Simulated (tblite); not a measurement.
Species: C₃H₉FSeSi₂.
SMILES with atom numbers: `[CH3:1][C@@H:2]1[CH2:3][Si@H:4]([F:5])[Se:6][SiH2:7]1` (hydrogens: H8, H9, H10 on C1; H11 on C2; H12, H13 on C3; H14 on Si4; H15, H16 on Si7)

Computed with GFN2-xTB (tblite), gas phase: L-BFGS steps from a force-field or distance-geometry start until the largest atomic force falls under 0.01 eV/Å.

Step 22: E = -612.1079 eV
```
atom  x, y, z in Å  |  force x, y, z in eV/Å
C1     -1.0515    1.4833   -0.9055    0.004   0.006  -0.016
C2     -0.2666    0.6183    0.0745    0.014   0.014  -0.004
C3      0.9593   -0.0234   -0.5833   -0.025   0.024   0.005
Si4     1.8471   -1.1915    0.6275   -0.046  -0.024  -0.006
F5      2.7116   -2.2706   -0.1963   -0.024   0.019  -0.009
Se6     0.1398   -2.2184    1.7373    0.000   0.035  -0.016
Si7    -1.3792   -0.7294    0.8643    0.046  -0.020   0.015
H8     -1.4399    0.8868   -1.7275   -0.008  -0.022  -0.003
H9     -1.8903    1.9611   -0.4038   -0.001  -0.020  -0.012
H10    -0.4207    2.2646   -1.3264    0.032   0.007   0.003
H11     0.0905    1.2742    0.8779    0.006  -0.017   0.008
H12     1.6424    0.7495   -0.9408   -0.017  -0.013   0.016
H13     0.6423   -0.5923   -1.4629    0.018   0.020   0.019
H14     2.7983   -0.5911    1.5446    0.014   0.001  -0.006
H15    -2.1938   -1.4051   -0.1447   -0.004  -0.019  -0.009
H16    -2.1968   -0.2072    1.9536   -0.008   0.008   0.014
```

Step 23: E = -612.1082 eV
```
atom  x, y, z in Å  |  force x, y, z in eV/Å
C1     -1.0509    1.4824   -0.9062    0.004   0.012  -0.026
C2     -0.2674    0.6172    0.0748   -0.007   0.026  -0.004
C3      0.9590   -0.0230   -0.5815   -0.018   0.017   0.014
Si4     1.8475   -1.1914    0.6285   -0.029  -0.008  -0.003
F5      2.7070   -2.2690   -0.2023   -0.019   0.016  -0.002
Se6     0.1407   -2.2171    1.7386   -0.001   0.024  -0.006
Si7    -1.3793   -0.7305    0.8648    0.024  -0.015   0.014
H8     -1.4375    0.8870   -1.7299   -0.014  -0.025   0.003
H9     -1.8898    1.9620   -0.4062   -0.001  -0.029  -0.013
H10    -0.4182    2.2629   -1.3259    0.033   0.011   0.003
H11     0.0861    1.2744    0.8781    0.020  -0.015   0.019
H12     1.6423    0.7499   -0.9376   -0.011  -0.003   0.009
H13     0.6427   -0.5915   -1.4612    0.020   0.015   0.011
H14     2.8024   -0.5910    1.5440   -0.004  -0.014  -0.023
H15    -2.1952   -1.4067   -0.1437    0.003  -0.015  -0.001
H16    -2.1969   -0.2067    1.9542   -0.001   0.002   0.005
```

Step 24: E = -612.1085 eV
```
atom  x, y, z in Å  |  force x, y, z in eV/Å
C1     -1.0503    1.4819   -0.9072    0.006   0.012  -0.027
C2     -0.2682    0.6168    0.0750   -0.023   0.026   0.000
C3      0.9585   -0.0223   -0.5797   -0.006   0.008   0.019
Si4     1.8472   -1.1914    0.6292   -0.009   0.011   0.000
F5      2.7029   -2.2675   -0.2072   -0.014   0.011   0.001
Se6     0.1415   -2.2156    1.7395   -0.002   0.007   0.008
Si7    -1.3788   -0.7318    0.8654   -0.005  -0.002   0.006
H8     -1.4359    0.8866   -1.7316   -0.012  -0.022   0.007
H9     -1.8895    1.9622   -0.4083   -0.002  -0.028  -0.015
H10    -0.4157    2.2618   -1.3255    0.026   0.010   0.001
H11     0.0830    1.2744    0.8787    0.027  -0.010   0.025
H12     1.6420    0.7501   -0.9348   -0.003   0.010   0.003
H13     0.6434   -0.5906   -1.4596    0.017   0.009   0.001
H14     2.8053   -0.5912    1.5431   -0.018  -0.026  -0.035
H15    -2.1961   -1.4082   -0.1430    0.012  -0.010   0.010
H16    -2.1970   -0.2062    1.9547    0.007  -0.005  -0.005
```

Step 25: E = -612.1088 eV
```
atom  x, y, z in Å  |  force x, y, z in eV/Å
C1     -1.0497    1.4817   -0.9086    0.008   0.007  -0.018
C2     -0.2693    0.6170    0.0752   -0.028   0.018   0.007
C3      0.9579   -0.0215   -0.5778    0.004   0.001   0.016
Si4     1.8466   -1.1913    0.6298    0.005   0.024  -0.001
F5      2.6990   -2.2659   -0.2115   -0.008   0.003   0.002
Se6     0.1421   -2.2140    1.7405   -0.003  -0.010   0.022
Si7    -1.3784   -0.7328    0.8660   -0.030   0.013  -0.004
H8     -1.4348    0.8858   -1.7331   -0.005  -0.015   0.009
H9     -1.8892    1.9617   -0.4106   -0.005  -0.021  -0.017
H10    -0.4128    2.2610   -1.3251    0.014   0.006  -0.003
H11     0.0808    1.2740    0.8797    0.027  -0.004   0.025
H12     1.6417    0.7505   -0.9323    0.004   0.021   0.001
H13     0.6444   -0.5896   -1.4581    0.011   0.003  -0.007
H14     2.8077   -0.5919    1.5416   -0.024  -0.031  -0.038
H15    -2.1966   -1.4098   -0.1422    0.020  -0.006   0.018
H16    -2.1969   -0.2059    1.9551    0.012  -0.010  -0.011
```

Task: Estimate the geometry and energy of step 26. (The exact step hangs on the optimiser's Hessian estimate; all steps are aligned on step 25, rigid shifts and turns removed.)

Result: E = -612.1091 eV, largest force 0.049 eV/Å
```
atom  x, y, z in Å  |  force x, y, z in eV/Å
C1     -1.0489    1.4816   -0.9105    0.008   0.000  -0.002
C2     -0.2708    0.6175    0.0755   -0.019   0.005   0.013
C3      0.9571   -0.0205   -0.5758    0.011  -0.001   0.007
Si4     1.8457   -1.1907    0.6304    0.010   0.024  -0.005
F5      2.6948   -2.2640   -0.2157   -0.003  -0.005   0.001
Se6     0.1425   -2.2124    1.7418   -0.003  -0.022   0.032
Si7    -1.3785   -0.7336    0.8666   -0.041   0.024  -0.012
H8     -1.4337    0.8846   -1.7345    0.006  -0.005   0.009
H9     -1.8892    1.9608   -0.4133   -0.009  -0.008  -0.019
H10    -0.4095    2.2603   -1.3247   -0.003   0.000  -0.009
H11     0.0792    1.2735    0.8811    0.019   0.002   0.018
H12     1.6412    0.7513   -0.9295    0.006   0.029   0.000
H13     0.6456   -0.5884   -1.4567    0.006   0.001  -0.011
H14     2.8101   -0.5934    1.5394   -0.020  -0.028  -0.030
H15    -2.1968   -1.4118   -0.1409    0.021  -0.005   0.019
H16    -2.1967   -0.2059    1.9554    0.010  -0.011  -0.010
```

The energy changes by -0.0003 eV. The first-order estimate −F·Δx gives -0.0004 eV and the mean of the old and new forces, exact on a quadratic surface, -0.0003 eV. The step makes an angle of 71° with the force vector and moves no atom by more than 0.006 Å.

What follows is the cost of the whole relaxation. On an Arm Neoverse V1 with one thread, shared host with 32 logical CPUs at a one-minute load of 23, this took 0.49 s.
